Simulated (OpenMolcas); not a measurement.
## How methods differ on GeHF3 (SMILES [F][GeH]([F])[F])

The species is GeHF3 (5 atoms), meant as a singlet with charge 0. As SMILES, `[F][GeH]([F])[F]`. Geometry: relaxed at PBE0-D4/def2-TZVP.

Each level gives the vertical electron affinity (to the doublet anion) (eV). The values are calculated.

The electron affinity is E(neutral) − E(anion): positive where the electron is bound.

| level | kind | program | value (eV) | CPU time (all runs) |
| --- | --- | --- | --- | --- |
| HF/aug-cc-pVDZ | Hartree–Fock | OpenMolcas | -1.06 | 53 s |
| PBE/aug-cc-pVDZ | GGA | OpenMolcas | -0.43 | 2 min |
| revPBE/aug-cc-pVDZ | GGA | OpenMolcas | -0.48 | 2 min |
| M06-L/aug-cc-pVDZ | meta-GGA | OpenMolcas | -0.83 | 2.6 min |
| B3LYP/aug-cc-pVDZ | global hybrid | OpenMolcas | -0.49 | 97 s |
| BHLYP/aug-cc-pVDZ | global hybrid | OpenMolcas | -0.80 | 2 min |
| M06-2X/aug-cc-pVDZ | hybrid meta-GGA | OpenMolcas | -1.01 | 3.2 min |
| PBE0/aug-cc-pVDZ | global hybrid | OpenMolcas | -0.60 | 98 s |

All-electron rows without a relativistic Hamiltonian named are non-relativistic. Where it was recorded, the anion's HOMO is positive in every row: a fault of the level (basis or self-interaction), which says nothing on whether the real anion is bound. The values span -1.06 to -0.43 eV. Negative values mean that the anion is unbound at that level; they are set by how diffuse the basis is and aren't properties of the molecule, whose anion may well be bound. CPU times are rough (shared hosts, several kinds of processor and program).
